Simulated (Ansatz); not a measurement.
Cost and result up the ladder for Zn7H20Se7 (34 atoms). The state is a singlet with charge 0. Geometry: PBE-D4/def2-SVP.

```csv
atom,x (Å),y (Å),z (Å)
Se1,-3.8800,-0.1792,-0.6239
Se2,-1.5338,1.1274,1.8721
Se3,-0.6430,-2.0543,0.0163
Se4,1.7813,-0.4343,3.0672
Se5,-0.4953,1.1171,-1.7699
Se6,1.9343,2.7141,1.2954
Se7,2.5893,-0.6795,-0.9900
Zn8,-4.3908,1.3323,1.9788
Zn9,-0.5645,-1.1039,2.6226
Zn10,-1.7656,-1.0638,-2.0354
Zn11,1.4559,-2.8986,-1.0072
Zn12,-0.3732,2.8479,0.3976
Zn13,3.2906,0.6217,1.3835
Zn14,1.6131,0.5260,-2.9408
H15,-4.6683,0.0226,2.7863
H16,-4.5321,2.6924,1.2179
H17,-4.6954,-1.4172,-0.7504
H18,-4.6045,0.4456,-1.7628
H19,-1.3321,1.8393,3.1586
H20,-1.3638,-2.2420,3.3391
H21,-2.1262,-1.7964,-3.3632
H22,-1.3569,-3.3504,0.1115
H23,2.4182,-1.7605,3.2683
H24,2.2842,-3.0477,1.3331
H25,2.4806,-3.7126,0.9872
H26,1.8435,-4.2648,-1.6325
H27,-1.0575,4.1045,-0.2352
H28,-1.1146,1.9180,-2.8534
H29,2.6712,3.5213,0.2905
H30,2.5516,2.5505,-1.8159
H31,4.8346,0.4415,1.1993
H32,2.0740,0.6719,-4.4152
H33,2.7817,2.5849,-2.5549
H34,3.8935,-1.0739,-1.5746
```

Ansatz on 4 threads of AMD EPYC 7R13 on a shared host and a share (37 GiB) of an NVIDIA H100 80GB HBM3. Times are rough, and most runs start from the orbitals of an earlier one. PBE0-D4/def2-TZVP serves as the yardstick here, not as an exact answer. Differences are given only for rows in sets of like size (and for xTB, whose basis is part of the method), since another set adds its own error. Binding counts from free atoms at the same level (Se triplet, Zn singlet, H doublet; other spins of the atoms weren't run), without zero-point energy or a counterpoise term.

Correlated methods freeze 126 core orbitals; core or outer-core shells of Se are correlated, in sets that lack core-valence functions. The rows differ in basis, and correlated rows in double-zeta sets carry the largest basis error. Single mean-field runs in def2-SVP, def2-TZVP are fitted with def2-universal-jkfit. In the singlet geometry the species has come apart into loosely held pieces. In the singlet, H24 and H25 lie 0.77 Å apart, H30 and H33 lie 0.77 Å apart (atoms count from 1), so H2 has formed as a molecule.

Correlated methods converge slowly with the basis, most of all in double-zeta sets.

| level | functions | wall time | binding energy per atom (eV) | difference from PBE0-D4/def2-TZVP (eV) | remarks |
| --- | --- | --- | --- | --- | --- |
| PBE-D4/def2-SVP | 541 | 6 s | 2.22 | – | – |
| PBE-D4/def2-TZVP (with forces) | 792 | 7.5 s | 2.15 | 0.00 | – |
| r2SCAN-D4/def2-TZVP | 792 | 7.5 s | 2.21 | 0.06 | – |
| BHLYP-D4/def2-TZVP | 792 | 8 s | 2.12 | -0.03 | – |
| PBE0-D4/def2-TZVP | 792 | 9.5 s | 2.15 | 0.00 | – |
| PBE0-D4/def2-SVP | 541 | 11 s | 2.21 | – | – |
| HF/STO-3G | 272 | 15 s | 1.88 | – | HOMO above zero |
| MP2/def2-SVP | 541 | 15 s | 2.02 | – | – |
